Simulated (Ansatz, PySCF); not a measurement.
Gas-phase reaction (SMILES): BB (B2H4) + [H][H] (H2) -> 2 B (BH3); energy of full hydrogenation.

Geometries: B3LYP-D3(BJ)/def2-TZVP minima from Ansatz (an electronic-structure program), one conformer each, not searched for the lowest. Cores are frozen in the correlated levels unless marked. Spin-orbit coupling is left out. No relativistic terms. CBS(X,Y): correlation extrapolated as X^-3; Hartree-Fock from the larger set. Thermal terms are rigid-rotor harmonic-oscillator values from B3LYP-D3(BJ) frequencies (PySCF) at 298.15 K and 1 atm. 1 Eh = 627.5095 kcal/mol.

```json
[
 {"species": "BB (B2H4)", "E, CCSD(T)/CBS(def2-TZVPPD,def2-QZVPPD) (Ansatz) (Eh)": "-51.91791", "E, wB97M-V/def2-TZVPD (Ansatz) (Eh)": "-52.00111", "H - E (Eh)": "0.04333", "G - E (Eh)": "0.01709"},
 {"species": "[H][H] (H2)", "E, CCSD(T)/CBS(def2-TZVPPD,def2-QZVPPD) (Ansatz) (Eh)": "-1.17452", "E, wB97M-V/def2-TZVPD (Ansatz) (Eh)": "-1.16077", "H - E (Eh)": "0.01336", "G - E (Eh)": "-0.00144"},
 {"species": "B (BH3)", "E, CCSD(T)/CBS(def2-TZVPPD,def2-QZVPPD) (Ansatz) (Eh)": "-26.54873", "E, wB97M-V/def2-TZVPD (Ansatz) (Eh)": "-26.58282", "H - E (Eh)": "0.03008", "G - E (Eh)": "0.00872"}
]
```

Question: Work out ΔE and ΔH, ΔG, ΔS and the equilibrium constant at 298.15 K at the first level, then ΔH at the second.

Answer: 
1. ΔE = [2×(-26.54873)] - [(-51.91791) + (-1.17452)] = -0.00503 Eh = -3.2 kcal/mol at CCSD(T)/CBS(def2-TZVPPD,def2-QZVPPD).
2. The terms H - E add up to 0.00347 Eh, so ΔH = (-0.00503 + (0.00347))×627.5095 = -1.0 kcal/mol.
3. The terms G - E add up to 0.00179 Eh, so ΔG = -2.0 kcal/mol, and ΔS = (0.00347 - (0.00179))×627509.5/298.15 = 3.5 cal/(mol K).
4. log10 K = -ΔG/(RT ln 10) = 1.5, with RT ln 10 = 1.3642 kcal/mol.
5. At wB97M-V/def2-TZVPD the same steps give ΔE = -2.4 and ΔH = -0.2 kcal/mol, a shift of +0.8 from the first level.
6. These values are not checked against measurement here, since the tables used lack a sound gas-phase enthalpy of formation for at least one species.
